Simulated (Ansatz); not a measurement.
Total energies of Cu(AsH3)(NH2) (CuAsNH₅) from Ansatz at r2SCAN-D4/def2-TZVP, gas phase (1 Eh = 27.2114 eV = 2625.5 kJ/mol). The reference geometry is relaxed at PBE0-D4/def2-SVP.

| state | geometry | energy (Eh) |
| --- | --- | --- |
| charge 0 singlet | reference | -3934.13448 |
| charge 1 doublet | reference | -3933.86762 |
| free Cu atom (doublet) | – | -1640.46806 |
| free As atom (quartet) | – | -2235.79940 |
| free H atom (doublet) | – | -0.49993 |
| free N atom (quartet) | – | -54.58101 |

Work out the vertical ionisation energy to the doublet.

E(charge 1 doublet) − E(charge 0 singlet) = -3933.86762 − (-3934.13448) = 0.26686 Eh = 7.26 eV. For comparison, −ε of the highest occupied level is 4.27 eV at this level, 2.99 eV less.

What is the binding energy per atom against free atoms?

Atoms: 1 × (-1640.46806) + 1 × (-2235.79940) + 5 × (-0.49993) + 1 × (-54.58101) = -3933.34812 Eh. Binding: -3933.34812 − (-3934.13448) = 0.78636 Eh = 21.40 eV, or 2.67 eV for each of 8 atoms (no zero-point energy, no counterpoise term).
